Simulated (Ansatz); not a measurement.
Species: C₂H₅F₂Si, net charge -1, singlet state. It need not be the lowest isomer of its formula. Whether it binds its extra electron was not tested at this geometry. SMILES: [CH2-][Si](C)(F)F
Coordinates optimised at B3LYP-D3(BJ)/def2-TZVP (Ansatz, a quantum-chemistry and plane-wave program):
```
Si
F 1 1.6449
F 1 1.6449 2 104.47
C 1 1.7346 2 113.62 3 124.36
H 4 1.0855 1 121.97 2 35.96
H 4 1.0855 5 115.20 1 -169.53
C 1 1.9030 2 99.08 3 -101.91
H 7 1.0939 1 109.94 2 174.25
H 7 1.0939 8 107.27 1 -119.52
H 7 1.0964 8 108.31 9 -116.71
```
Charge -1, spin multiplicity 1.

Parts of the frozen-core correlation energy in aug-cc-pV(D+d)Z (Ansatz, hartree). Frozen orbitals: 9; correlated occupied orbitals by spin: 16 and 16; virtual: 144 and 144. No spin-orbit coupling. Non-relativistic.

```tsv
term	value
reference (HF)	-566.61780
MP2 opposite-spin	-0.61544
MP2 same-spin	-0.21304
CCSD correlation	-0.86446
(T)	-0.02581
T1 diagnostic	0.013
largest doubles amplitude	0.020
```
